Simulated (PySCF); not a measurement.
# Electronic structure of Se²⁺ (selenium, charge +2) at the wB97X-V level

Configuration: [Ar] 3d10 4s2 4p1 5s1, high-spin 3P determinant (an excited configuration). Computed with PySCF 2.14 in aug-cc-pVQZ-PP with ECP10MDF, with a scalar-relativistic core potential.

```
Total energy                                                  : -371.3975 hartree
One-electron energy                                           : -631.5400 hartree
Hartree (Coulomb) energy                                      : 288.2132 hartree
Exchange-correlation energy                                   : -28.0706 hartree
⟨S²⟩                                                          : 2.0018
⟨L²⟩                                                          : 2.212
Sum of ⟨r⟩                                                    : 20.10 bohr
Sum of ⟨r²⟩                                                   : 35.79 bohr²
Traceless quadrupole moment −½Σ⟨3z² − r²⟩ along its main axis : -3.37 e·bohr²
Time after the integrals                                      : roughly 8 core-seconds
```

```tsv
shell	electrons	mean orbital energy (eV)	spread (eV)	rms radius, mean of both spins (bohr)
3s α	1	-242.51	0	0.618
3s β	1	-242.34	0	0.618
3p α	3	-190.61	0.495	0.641
3p β	3	-190.44	0.727	0.641
3d α	5	-89.176	0.504	0.688
3d β	5	-88.992	0.713	0.688
4s α	1	-46.591	0	1.76
4s β	1	-44.917	0	1.76
4p α	1	-33.531	0	2.07
5s α	1	-15.830	0	4.16
```

Energies and moments cover only the electrons outside the core potential. The outer electron is Rydberg-like, and this basis confines it to a smaller radius and binds it less than a complete one would.
